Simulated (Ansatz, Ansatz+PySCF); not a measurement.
```yaml
atoms:
  - { symbol: C, position_ang: [0.0000, 0.0000, -1.8841] }
  - { symbol: C, position_ang: [0.0000, 0.0000, 1.8841] }
```

Basis set: 6-31G (spherical functions). Frozen core: 2 orbitals. Charge 0, multiplicity 1.

Computed with Ansatz (development build ahead of 0.2.0); each method stands on the lowest determinant of its kind that the runs found. Restricted open shells among the atoms or ions are ROHF, correlated in semicanonical orbitals with singles.

Problem. Give the atomization energy at this shape (free ground-state atoms in the same class of orbitals less the molecule, no zero-point energy) of singlet C2 by full CI (lowest root of this spin), UHF-CCSD(T), UHF-MP2, UHF, RHF-CCSD(T), RHF-MP2, RHF, RHF-CCSD.

Solution.

| method | atomization energy |
| --- | --- |
| full CI (lowest root of this spin) | 0.63 kcal/mol |
| UHF-CCSD(T) | 0.51 kcal/mol |
| UHF-MP2 | 0.46 kcal/mol |
| UHF | 0.34 kcal/mol |
| RHF-CCSD(T) | -76.08 kcal/mol |
| RHF-MP2 | -92.85 kcal/mol |
| RHF | -109.79 kcal/mol |
| RHF-CCSD | -77.92 kcal/mol |

Caution for UHF-CCSD(T), UHF-MP2: bonds are stretched, where a single reference can fail. Caution for UHF-CCSD(T), UHF-MP2, UHF, RHF-CCSD(T), RHF-MP2, RHF, RHF-CCSD: the determinant breaks the point group. Caution for UHF-CCSD(T), UHF-MP2, UHF: the unrestricted determinant is a mixture of spin states. Caution for UHF-MP2, RHF-MP2: another reference gives a lower total. Caution for RHF-CCSD(T), RHF-MP2, RHF, RHF-CCSD: an unrestricted determinant lies well below; the molecule lies well above its atoms at this level. Caution for RHF-CCSD(T), RHF-MP2, RHF-CCSD: large amplitudes, a single reference is doubtful. Caution for RHF-CCSD(T): the program doubts this total; the program finds a lower state of this spin.

This basis has no polarisation functions and is too small for such energies, which can lie far from measured ones in either direction.
